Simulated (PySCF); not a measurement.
AlH6P3, SMILES [PH2][Al]([PH2])[PH2].

Geometry optimised at PBE0-D3(BJ)/def2-SVP. Other conformers were not sampled.

Two levels are set side by side: PBE/def2-TZVP (PySCF) and HF/def2-TZVP (PySCF). Same geometry, gas phase. Differences are taken from unrounded values.

| quantity | HF |
|---|---|
| orbital gap (eV) | 10.71 |
| highest occupied level (eV) | -9.38 |
| lowest empty level (eV) | 1.32 |
| dipole moment (D) | 0.68 |
| mean polarisability (bohr³) | 106.8 |

Q: What does PBE give, and how far is it from HF? (The exact figures need the calculation; the answer reports its results.)

A: 
```
quantity                       PBE  PBE minus HF
---------------------------  -----  ------------
orbital gap (eV)              3.85         -6.86
highest occupied level (eV)  -6.05          3.33
lowest empty level (eV)      -2.20         -3.53
dipole moment (D)             0.59         -0.10
mean polarisability (bohr³)  117.7          11.0
```

PBE's occupied levels lie high since its potential decays too fast outside the molecule; exact exchange lowers them and widens the gap. Loosely held outer electrons make PBE densities more polarisable. Differences between two approximate levels are no errors against the true value.

Rough cost on one machine, each run with all the roots and properties that it gave: HF against PBE about 1/3.
